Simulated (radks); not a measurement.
Neutral zirconium inside a hard spherical wall (all orbitals vanish at R), configuration held at [Kr] 4d2 5s2 and not refilled when levels cross. Method: scalar-relativistic Kohn-Sham, PBEsol, spin-polarised, spherical densities, point nucleus; open shells are filled with parallel spins first (spin-orbit coupling, left out, can overturn this in heavy ions); computed with a radial shooting solver on a logarithmic mesh with Libxc functionals. Eigenvalues in eV for spin up, with the zero of energy where the potential of the charges vanishes at infinity; a dash marks a level that is unbound or too diffuse for the functional's potential to be trusted. A positive occupied level is held by the wall or, in an anion where self-interaction has pushed it up, behind a barrier. The pressure on the wall is -dE/dV.

| R (bohr) | E (hartree) | kinetic (hartree) | e(4s) | e(4p) | e(5s) | e(4d) | e(5p, empty) | e(6s, empty) | pressure (GPa) |
|---|---|---|---|---|---|---|---|---|---|
| free | -3596.50455 | 3697.702 | -54.766 | -32.817 | -4.739 | -4.077 | -1.588 | - | 0 |
| 10 | -3596.50323 | 3697.714 | -54.674 | -32.726 | -4.668 | -3.995 | -1.406 | 2.143 | 0.0328 |
| 8 | -3596.49376 | 3697.780 | -54.289 | -32.346 | -4.351 | -3.659 | -0.819 | 5.237 | 0.411 |
| 6 | -3596.41764 | 3698.161 | -52.628 | -30.729 | -2.687 | -2.213 | 1.780 | 14.939 | 5.95 |
| 5 | -3596.25063 | 3698.837 | -50.462 | -28.653 | 0.164 | -0.223 | 5.852 | 27.605 | 26.1 |
| 4 | -3595.70354 | 3700.807 | -46.182 | -24.597 | 8.026 | 4.213 | 16.323 | 56.084 | 143 |
| 3 | -3593.41398 | 3708.740 | -36.036 | -14.568 | 35.157 | 16.796 | 49.135 | 133.25 | 1220 |
| 2.5 | -3589.50583 | 3721.612 | -24.144 | -1.843 | 73.917 | 33.213 | 92.581 | 226.02 | 4610 |
